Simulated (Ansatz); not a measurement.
(BeS)n off (charge +1): gap (eV) at several levels, gas phase, relaxed structures; Ansatz. Clusters are the lowest isomers that short searches found in that spin, judged at the geometry's level. HOMO and LUMO are taken over both spins. The structures are stationary points that may keep the symmetry of their start.

```json
{"species": "Be2S2⁺", "state": "doublet", "geometry": "PBE0-D4/def2-TZVP", "PBE-D4/def2-SVP": "1.04", "r2SCAN-D4/def2-TZVP": "1.58", "PBE0-D4/def2-SVP": "3.03", "PBE0-D4/def2-TZVP": "2.93"}
{"species": "Be4S4⁺", "state": "doublet", "geometry": "PBE-D4/def2-SVP", "PBE-D4/def2-SVP": "0.88", "r2SCAN-D4/def2-TZVP": "1.41", "PBE0-D4/def2-SVP": "2.89", "PBE0-D4/def2-TZVP": "2.96"}
{"species": "Be5S4⁺", "state": "doublet", "geometry": "PBE-D4/def2-SVP", "PBE-D4/def2-SVP": "1.16", "r2SCAN-D4/def2-TZVP": "1.70", "PBE0-D4/def2-SVP": "2.80", "PBE0-D4/def2-TZVP": "2.77"}
```

Problem. Estimate the column for PBE-D4/def2-TZVP.

Solution. Be2S2⁺ 1.04; Be4S4⁺ 0.91; Be5S4⁺ 1.15.

Over the 3 species that have every level, the mean is 1.03 at PBE-D4/def2-SVP, 1.03 at PBE-D4/def2-TZVP, 1.56 at r2SCAN-D4/def2-TZVP, 2.90 at PBE0-D4/def2-SVP, 2.89 at PBE0-D4/def2-TZVP. Orbital gaps grow with the share of exact exchange and aren't one observable across functionals.
